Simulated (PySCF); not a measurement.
Mg(F)(OH) (FHMgO), SMILES [OH][Mg][F]. Atoms are numbered in the order given.

```xyz
4

Mg     0.0208    -0.0318     0.0000
F     -0.0025    -1.8009     0.0000
O     -0.0860     1.7557     0.0000
H      0.4619     2.5450     0.0000
```
Charge 0, spin multiplicity 1.

The structure is a stationary point at PBE-D3(BJ)/def2-TZVP. One conformer was computed; it need not be the lowest.

Level of theory: PBE0/pcSseg-2 in PySCF.

GIAO shieldings, no solvent; atoms alike by connectivity are averaged. δ = σ(ref) − σ: ¹⁹F against CFCl3 (σ = 165.8 ppm); ¹⁷O against H2O (σ = 327.8 ppm); ¹H against TMS (σ = 31.54 ppm), references at their B3LYP-D3(BJ)/def2-TZVP geometries, non-relativistic.

```
atoms  nucleus  count     δ (ppm)
-----  -------  -----  ----------
F2         ¹⁹F      1  (withheld)
O3         ¹⁷O      1       -33.1
H4          ¹H      1        0.32
```

**Question.** What belongs in the gaps? (An estimate is asked for; the answer gives what the named calculation found.)

**Answer.** 
- F2, δ (ppm): -265.8
